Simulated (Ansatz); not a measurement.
Two isomers of CH9BSiSn: A = `[CH3][SnH2][BH][SiH3]`, B = `C[B]([SiH3])[SnH3]`.

Gas-phase electronic energies from Ansatz, PBE0-D4/def2-TZVP geometries. CBS: MP2 limit from def2 TZ/QZ plus the TZ coupled-cluster correction, frozen cores. DFT in def2-TZVPP. B3LYP here is the variant with VWN-RPA as its local correlation; programs differ in this. Elements past krypton have def2 core potentials. For Sn outer-core shells are correlated without core-valence functions, which leaves a few kJ/mol of doubt a bond. Each species was taken in one conformer, which may not be the lowest.

Q: Which isomer does CCSD(T)/CBS put lower? Give the gap. (An estimate is asked.)

A: Ansatz gave: B, by 5.2 kcal/mol.

Q: Give E(B) − E(A) in kcal/mol with MP2/def2-TZVPP, HF/def2-TZVPP, PBE0-D4, B3LYP-D4, CCSD/def2-TZVPP, PBE-D4, r2SCAN-D4. (Best estimate.)

A: Computed: MP2/def2-TZVPP -5.5, HF/def2-TZVPP -5.3, PBE0-D4 -7.9, B3LYP-D4 -7.2, CCSD/def2-TZVPP -5.6, PBE-D4 -8.2, r2SCAN-D4 -7.9. None reverses the order clearly.

Largest T1 diagnostic: 0.014.
